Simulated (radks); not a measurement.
The mean radii <r> (bohr) of the occupied orbitals of an atom or ion are listed with their occupations. Calculated with a radial shooting solver on a logarithmic mesh with Libxc functionals: scalar-relativistic Kohn-Sham, r2SCAN, spin-polarised, spherical densities, finite nucleus; meta-GGA in the generalised Kohn-Sham scheme; Fermi nuclear charge, rms radius of each element as measured or else 0.836 A^(1/3) + 0.57 fm.

orbital  occ.      <r>
1s up       1  0.01966
1s down     1  0.01966
2s up       1  0.08247
2s down     1  0.08246
2p up       3  0.07324
2p down     3  0.07325
3s up       1   0.2010
3s down     1   0.2011
3p up       3   0.1971
3p down     2   0.1972

Name the element and its charge. Open shells, if any, are filled with parallel spins first.

Answer. Z = 70, ytterbium, charge +53: Yb53+ in [Ne] 3s2 3p5. The 1s radius gives Z: for a bare nucleus <r> = (2 gamma + 1)/(2Z) with gamma = sqrt(1 - (Z/c)^2), 0.01942 bohr for Z = 70, and screening makes it slightly larger (0.01966 here). The occupations add up to 17, and the charge is Z minus that.
